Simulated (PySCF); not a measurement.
# TaS₃⁻ at several levels of theory

All levels use the PBE0 minimum (singlet; Ta–S 2.223 Å (×3); S–Ta–S 112.8° (×3)), basis [Ta def2-SVPD with ECP60, S def2-SVPD], scalar-relativistic core potentials, density fitting, no spin–orbit coupling, PySCF. For vertical energies the ionised species is a doublet (spins chosen at PBE0 and kept). Open shells are unrestricted, also as the reference of the correlated levels. Dipoles are about the centre of mass. A dash marks a value that was not computed or is not defined at that level.

```csv
level,vertical detachment energy (eV),−ε(HOMO) (eV),gap (eV),dipole (D)
PBE0,3.83,2.14,2.57,4.76
HF,3.25,4.48,7.51,5.09
MP2,4.36,–,–,–
PBE,3.57,1.10,0.81,4.62
```

Spin contamination in at least one species weakens the values at: HF, MP2.

The lowest empty level of this anion is unbound, so it and the gap depend on the basis. No spin–orbit coupling is included, which matters more the heavier the element.
